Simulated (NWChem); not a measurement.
# Extrapolating the CCSD(T) correlation energy of BeF₂

```xyz
3

Be     0.0000     0.0000     0.0000
F      0.0000     0.0000     1.3865
F      0.0000     0.0000    -1.3865
```
Charge 0, spin multiplicity 1.

The numbers come from NWChem runs, not from measurements. Structure: optimised with B3LYP/def2-SVP, a minimum by its harmonic frequencies.

The correlated methods keep 3 core orbitals frozen. The structure started from a generated list of species. No row is a measurement; the coupled-cluster row has its own basis-set and correlation limits.

Worked example. The CCSD(T) correlation energy is -428.16 mHa in cc-pVDZ and -568.27 mHa in cc-pVTZ. The form E(X) = E∞ + A/X³ turns the pair into an estimate of the basis-set limit.

E∞ = (3³·(-568.27) − 2³·(-428.16))/(3³ − 2³) = -627.3 mHa. The larger basis holds 91 % of that, at about 10 times the processor time of the smaller one. This is a two-point estimate, and a rough one from so small a pair.
